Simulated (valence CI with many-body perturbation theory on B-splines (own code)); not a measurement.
# Pm LVI: calculated level list

Level of theory: configuration interaction combined with many-body perturbation theory (CI+MBPT): four valence electrons over a frozen Dirac-Fock core [He], radial functions for each j: 9 s, 9 p, 8 d, 6 f, 3 g, 1 h, with the one-electron correlation potential Σ1 (screened to all orders), the two-electron term Σ2, the three-electron term Σ3, Breit, model QED; selected single and double excitations, second order for the rest, scaled by the run's own slope (own B-spline code, finite nucleus).

The last digits are not significant, and no measured levels were compared; by estimate large intervals hold to a few tenths of a per cent, small ones and those within an open d or f shell to about a per cent.

Levels 1 to 40 of 40, with energies above the lowest level, (2s^2 2p1/2^2) J=0. "Leading %" is the weight of the configuration and term that name the level; weights of strongly mixed levels are sums over their largest components and can fall short, so below about 35 % the name and the second component can differ from the true leading terms, or belong to a minority configuration. In the jj column 3d3/2^4 stands for four electrons in 3d with j = 3/2. Lifetimes count E1, E2, E3, M1 and M2 decay at the calculated energies, and are blank where another channel may lead or the interval is too uncertain; long ones can be off by a factor of two.

| No. | Configuration | Term | J | E (eV) | Leading % | g | Second component | Lifetime | Leading jj |
| --- | --- | --- | --- | --- | --- | --- | --- | --- | --- |
| 1 | 2s2.2p2 | 3P | 0 | 0.0 | 69 |  | 30 % 2s2.2p2 1S |  | 2s^2 2p1/2^2 (100 %) |
| 2 | 2s2.2p2 | 3P | 1 | 580.6 | 100 | 1.479 |  | 799 ps | 2s^2 2p1/2 2p3/2 (100 %) |
| 3 | 2s2.2p2 | 1D | 2 | 597.6 | 64 | 1.154 | 36 % 2s2.2p2 3P | 349 ns | 2s^2 2p1/2 2p3/2 (100 %) |
| 4 | 2s.2p3 | 3P° | 2 | 803.6 | 47 | 1.534 | 30 % 2s.2p3 5S° | 50.4 ps | 2s 2p1/2^2 2p3/2 (99 %) |
| 5 | 2s.2p3 | 3D° | 1 | 873.2 | 33 | 1.100 | 28 % 2s.2p3 1P° | 455 fs | 2s 2p1/2^2 2p3/2 (99 %) |
| 6 | 2s2.2p2 | 3P | 2 | 1193.9 | 63 | 1.297 | 36 % 2s2.2p2 1D | 193 ps | 2s^2 2p3/2^2 (99 %) |
| 7 | 2s2.2p2 | 1S | 0 | 1241.8 | 69 |  | 30 % 2s2.2p2 3P | 158 ps | 2s^2 2p3/2^2 (99 %) |
| 8 | 2s.2p3 | 5S° | 2 | 1362.9 | 49 | 1.550 | 47 % 2s.2p3 3D° | 2.07 ps | 2s 2p1/2 2p3/2^2 (99 %) |
| 9 | 2s.2p3 | 3D° | 3 | 1402.1 | 100 | 1.307 |  | 2.18 ps | 2s 2p1/2 2p3/2^2 (100 %) |
| 10 | 2s.2p3 | 3P° | 0 | 1447.1 | 100 |  |  | 567 fs | 2s 2p1/2 2p3/2^2 (100 %) |
| 11 | 2s.2p3 | 3S° | 1 | 1464.8 | 49 | 1.299 | 42 % 2s.2p3 3D° | 294 fs | 2s 2p1/2 2p3/2^2 (99 %) |
| 12 | 2s.2p3 | 1D° | 2 | 1475.0 | 74 | 1.061 | 21 % 2s.2p3 3D° | 300 fs | 2s 2p1/2 2p3/2^2 (99 %) |
| 13 | 2s.2p3 | 3P° | 1 | 1478.3 | 59 | 1.325 | 32 % 2s.2p3 1P° | 446 fs | 2s 2p1/2 2p3/2^2 (99 %) |
| 14 | 2p4 | 3P | 2 | 1712.4 | 68 | 1.322 | 31 % 2p4 1D | 316 fs | 2p1/2^2 2p3/2^2 (99 %) |
| 15 | 2p4 | 1S | 0 | 1763.7 | 63 |  | 37 % 2p4 3P | 269 fs | 2p1/2^2 2p3/2^2 (99 %) |
| 16 | 2s.2p3 | 3P° | 2 | 2025.9 | 52 | 1.424 | 17 % 2s.2p3 3D° | 599 fs | 2s 2p3/2^3 (99 %) |
| 17 | 2s.2p3 | 1P° | 1 | 2092.8 | 38 | 1.181 | 25 % 2s.2p3 3S° | 229 fs | 2s 2p3/2^3 (99 %) |
| 18 | 2p4 | 3P | 1 | 2304.3 | 100 | 1.479 |  | 198 fs | 2p1/2 2p3/2^3 (100 %) |
| 19 | 2p4 | 1D | 2 | 2321.8 | 69 | 1.129 | 31 % 2p4 3P | 209 fs | 2p1/2 2p3/2^3 (100 %) |
| 20 | 2p4 | 3P | 0 | 2939.8 | 63 |  | 37 % 2p4 1S | 150 fs | 2p3/2^4 (100 %) |
| 21 | 2s2.2p.3s | 3P° | 0 | 6649.3 | 99 |  |  | 11.2 fs | 2s^2 2p1/2 3s (99 %) |
| 22 | 2s2.2p.3s | 3P° | 1 | 6652.4 | 67 | 1.315 | 32 % 2s2.2p.3s 1P° | 8.96 fs | 2s^2 2p1/2 3s (100 %) |
| 23 | 2s2.2p.3p | 3D | 1 | 6716.2 | 73 | 0.646 | 22 % 2s2.2p.3p 1P | 806 fs | 2s^2 2p1/2 3p1/2 (100 %) |
| 24 | 2s2.2p.3p | 3P | 0 | 6751.7 | 68 |  | 31 % 2s2.2p.3p 1S | 325 fs | 2s^2 2p1/2 3p1/2 (99 %) |
| 25 | 2s.2p2.3s | 5P | 1 | 6847.1 | 41 | 1.998 | 28 % 2s.2p2.3s 3S | 12.1 fs | 2s 2p1/2^2 3s (91 %) |
| 26 | 2s.2p2.3s | 3P | 0 | 6880.0 | 69 |  | 30 % 2s.2p2.3s 1S | 12.4 fs | 2s 2p1/2^2 3s (98 %) |
| 27 | 2s2.2p.3p | 3D | 2 | 6906.2 | 53 | 1.154 | 30 % 2s2.2p.3p 1D | 543 fs | 2s^2 2p1/2 3p3/2 (99 %) |
| 28 | 2s2.2p.3p | 3P | 1 | 6910.1 | 44 | 1.546 | 28 % 2s2.2p.3p 3S | 145 fs | 2s^2 2p1/2 3p3/2 (92 %) |
| 29 | 2s.2p2.3p | 3P° | 1 | 6922.3 | 32 | 1.368 | 22 % 2s.2p2.3p 5D° | 3.14 fs | 2s 2p1/2^2 3p1/2 (96 %) |
| 30 | 2s.2p2.3p | 3P° | 0 | 6923.5 | 49 |  | 45 % 2s.2p2.3p 5D° | 286 fs | 2s 2p1/2^2 3p1/2 (99 %) |
| 31 | 2s2.2p.3d | 3F° | 2 | 6958.9 | 74 | 0.749 | 20 % 2s2.2p.3d 1D° | 8.39 fs | 2s^2 2p1/2 3d3/2 (100 %) |
| 32 | 2s2.2p.3d | 3D° | 1 | 6982.6 | 50 | 0.844 | 31 % 2s2.2p.3d 1P° | 1.20 fs | 2s^2 2p1/2 3d3/2 (97 %) |
| 33 | 2s2.2p.3d | 3P° | 2 | 7018.4 | 47 | 1.282 | 35 % 2s2.2p.3d 3D° | 1.44 fs | 2s^2 2p1/2 3d5/2 (98 %) |
| 34 | 2s2.2p.3d | 3F° | 3 | 7021.8 | 47 | 1.100 | 31 % 2s2.2p.3d 1F° | 1.53 fs | 2s^2 2p1/2 3d5/2 (100 %) |
| 35 | 2s.2p2.3p | 3P° | 2 | 7109.0 | 33 | 1.520 | 21 % 2s.2p2.3p 5P° | 80.9 fs | 2s 2p1/2^2 3p3/2 (98 %) |
| 36 | 2s.2p2.3p | 3D° | 1 | 7113.6 | 33 | 1.121 | 21 % 2s.2p2.3p 1P° | 3.90 fs | 2s 2p1/2^2 3p3/2 (98 %) |
| 37 | 2s.2p2.3d | 3D | 1 | 7161.0 | 44 | 0.453 | 38 % 2s.2p2.3d 5F | 10.1 fs | 2s 2p1/2^2 3d3/2 (99 %) |
| 38 | 2s.2p2.3d | 3D | 2 | 7166.2 | 30 | 1.140 | 19 % 2s.2p2.3d 5F | 7.36 fs | 2s 2p1/2^2 3d3/2 (96 %) |
| 39 | 2s.2p2.3d | 3D | 3 | 7218.3 | 35 | 1.345 | 19 % 2s.2p2.3d 5D | 1.54 fs | 2s 2p1/2^2 3d5/2 (99 %) |
| 40 | 2s.2p2.3d | 3F | 2 | 7233.9 | 30 | 1.015 | 22 % 2s.2p2.3d 1D | 1.60 fs | 2s 2p1/2^2 3d5/2 (96 %) |

The ionisation energy to 2s2.2p 2P°_1/2 of the next ion comes out as 11820 eV (NIST: 11819 ± 5 eV (theoretical)). All 40 levels together are meant to be complete up to 7237.3 eV.
